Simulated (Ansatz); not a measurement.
Molecule: sum formula SiOF$_{2}$, charge 0, multiplicity 1. 
Geometry from a B3LYP-D3(BJ)/def2-TZVP (Ansatz, a program for electronic structure) optimisation:
SMILES: O=[Si](F)F
```xyz
4

Si     0.1224    -0.0385    -0.0248
O      1.5315    -0.4819    -0.3108
F     -0.6987    -0.2461     1.2977
F     -0.8530     0.7344    -0.9829
```

Basis-set convergence of Hartree-Fock and MP2 correlation energies (hartree) with Ansatz. Cores are frozen in the correlated levels unless marked. No spin-orbit coupling. Non-relativistic.

| basis | functions | E(HF) | E(corr, MP2) |
|---|---|---|---|
| aug-cc-pV(D+d)Z | 101 | -562.83117 | -0.70066 |
| aug-cc-pV(T+d)Z | 193 | (withheld) | (withheld) |

Task: Some entries are withheld; supply them.

Result: 
- aug-cc-pV(T+d)Z, E(HF): -562.93270
- aug-cc-pV(T+d)Z, E(corr, MP2): -0.86832
